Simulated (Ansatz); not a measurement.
`C[Si](F)(F)[O][AlH2]` → `F[Si]F` + `C[O][AlH2]`  (silylene formation by 1,1-elimination)

Computed with Ansatz on PBE0-D4/def2-TZVP structures; ΔE is electronic, products minus reactants. CCSD(T)/CBS is the MP2 limit (def2-TZVPP, def2-QZVPP) plus CCSD(T) − MP2 in def2-TZVPP, frozen cores. This one scheme is used for every species. Functionals use def2-TZVPP. B3LYP here is the variant with VWN-RPA as its local correlation; programs differ in this. One conformer a species, not always the lowest.

(1) Is it downhill or uphill in electronic energy at CCSD(T)/CBS, and by how much? (An estimate is asked.)

(2) What do these levels give: PBE-D4, r2SCAN-D4, B3LYP-D4, PBE0, HF/def2-TZVPP, MP2/def2-TZVPP? (Estimate.)

Largest T1 diagnostic among the species: 0.015.

Answers

(1) Computed: Uphill: ΔE = +4.25 eV.

(2) Computed: PBE-D4 3.92, r2SCAN-D4 4.38, B3LYP-D4 4.05, PBE0 4.12, HF/def2-TZVPP 4.30, MP2/def2-TZVPP 4.38 eV.

The D4 term adds +0.16 eV with B3LYP and +0.09 eV with PBE0; it sums over pairs of atoms, weighted by their polarisabilities, and B3LYP, whose exchange is more repulsive, gets the larger term. From PBE to PBE0 (25 % exact exchange), in def2-TZVPP and without D4, ΔE moves by +0.31 eV.
